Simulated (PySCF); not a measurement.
A structure optimised at PBE0-D3(BJ)/def2-SVP, used in a PySCF frequency run:

```xyz
5

O      0.0000     0.0000    -2.5158
B      0.0000     0.0000    -1.3102
O      0.0000     0.0000     0.0000
B      0.0000     0.0000     1.3102
O      0.0000     0.0000     2.5158
```

**Question.** Write its SMILES, formula and point group.

**Answer.** O=BOB=O, B₂O₃, D∞h

**Question.** What are its rotational constants (standard atomic weights)?

**Answer.** 2.1089 GHz (linear rotor, B only)
